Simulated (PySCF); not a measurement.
## Electron correlation in Sn²⁺ (tin, charge +2)

[Kr] 4d10 5s2, closed-shell 1S. Calculation: PySCF 2.14, in x2c-TZVPPall with one added diffuse shell each of s, p, d, f type (9s7p5d3f, 76 functions); the spin-free X2C one-electron Hamiltonian (Gaussian nucleus). Frozen: [Ar] 3d10; 20 electrons correlated.

| level | correlation energy (mhartree) |
| --- | --- |
| CCSD | -340.44 |
| (T) | -7.19 |
| CCSD(T) | -347.63 |

Diagnostics: T1 = 0.0087, D1 = 0.0243, largest double amplitude 0.077.

Cost of the coupled-cluster step: roughly 8 core-seconds, for 20 correlated electrons.

Iterations:

```
CC2 = 0
CCSD nocc = 10, nmo = 62
frozen orbitals [0, 1, 2, 3, 4, 5, 6, 7, 8, 9, 10, 11, 12, 13]
max_cycle = 100
direct = 0
conv_tol = 1e-08
conv_tol_normt = 1e-06
diis_space = 8
diis_start_cycle = 0
Init t2, MP2 energy = -6173.34616671444  E_corr(MP2) -0.353502064231136
Init E_corr(CCSD) = -0.353502064232128
cycle = 1  E_corr(CCSD) = -0.331462429776694  dE = 0.0220396345  norm(t1,t2) = 0.0406448
cycle = 2  E_corr(CCSD) = -0.340258242523746  dE = -0.00879581275  norm(t1,t2) = 0.0114585
cycle = 3  E_corr(CCSD) = -0.33978276235192  dE = 0.000475480172  norm(t1,t2) = 0.00394818
cycle = 4  E_corr(CCSD) = -0.34044293317028  dE = -0.000660170818  norm(t1,t2) = 0.00123989
cycle = 5  E_corr(CCSD) = -0.340450764469689  dE = -7.83129941e-06  norm(t1,t2) = 0.000117789
cycle = 6  E_corr(CCSD) = -0.340440699507381  dE = 1.00649623e-05  norm(t1,t2) = 2.49624e-05
cycle = 7  E_corr(CCSD) = -0.340441571396381  dE = -8.71889e-07  norm(t1,t2) = 3.97544e-06
cycle = 8  E_corr(CCSD) = -0.340441658308927  dE = -8.69125461e-08  norm(t1,t2) = 5.66542e-07
cycle = 9  E_corr(CCSD) = -0.340441643199645  dE = 1.51092827e-08  norm(t1,t2) = 8.40441e-08
cycle = 10  E_corr(CCSD) = -0.340441641305215  dE = 1.8944295e-09  norm(t1,t2) = 1.25752e-08
CCSD converged
E(CCSD) = -6173.33310629151  E_corr = -0.3404416413052153
CCSD(T) correction = -0.00719248850923784
```

This basis was not built for core-valence correlation, so the inner-shell part is incomplete.
